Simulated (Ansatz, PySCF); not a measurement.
Al(Me)2(H) (C2H7Al), SMILES [CH3][AlH][CH3]. Atoms are numbered in the order given.

```xyz
10

Al     0.3972    -0.1168    -0.3167
C     -0.4934    -1.5804     0.6337
H     -0.9189    -2.3096    -0.0794
H     -1.3091    -1.2450     1.2948
H      0.2271    -2.1481     1.2496
C     -0.1399     1.7590    -0.1373
H      0.6970     2.3725     0.2426
H     -0.9980     1.9092     0.5380
H     -0.4057     2.1891    -1.1197
H      1.6168    -0.4689    -1.2827
```
Charge 0, spin multiplicity 1.

Geometry: ωB97X-D3(BJ)/def2-SVP. The isomer is the one that the SMILES or the coordinates give; other isomers of the formula were not compared.

Two levels are set side by side: PBE-D3(BJ)/def2-SVP (Ansatz, a first-principles code) and ωB97X-D3(BJ)/def2-SVP (PySCF). Each level has its own optimised geometry; the coordinates shown are those of the second. Frequencies come from the Hessian of PySCF at each geometry. Differences are taken from unrounded values.

| quantity | ωB97X-D3(BJ) | PBE-D3(BJ) | PBE-D3(BJ) minus ωB97X-D3(BJ) |
|---|---|---|---|
| mean bond length (Å) | 1.349 | 1.357 | 0.008 |
| bond Al1–C2 (Å) | 1.959 | 1.969 | 0.009 |
| bond Al1–C6 (Å) | 1.959 | 1.969 | 0.009 |
| bond Al1–H10 (Å) | 1.595 | 1.610 | 0.014 |
| bond C2–H3 (Å) | 1.105 | 1.112 | 0.007 |
| bond C2–H4 (Å) | 1.102 | 1.109 | 0.007 |
| bond C2–H5 (Å) | 1.105 | 1.112 | 0.007 |
| bond C6–H7 (Å) | 1.105 | 1.112 | 0.007 |
| bond C6–H8 (Å) | 1.102 | 1.109 | 0.007 |
| bond C6–H9 (Å) | 1.105 | 1.112 | 0.007 |
| highest harmonic wavenumber (cm⁻¹) | 3158 | 3068 | -89 |
| mean harmonic wavenumber (cm⁻¹) | 1416 | 1366 | -51 |
| zero-point energy (kcal/mol) | 48.59 | 46.85 | -1.74 |

Exact exchange shortens and stiffens bonds; PBE has none. Differences between two approximate levels are no errors against the true value.
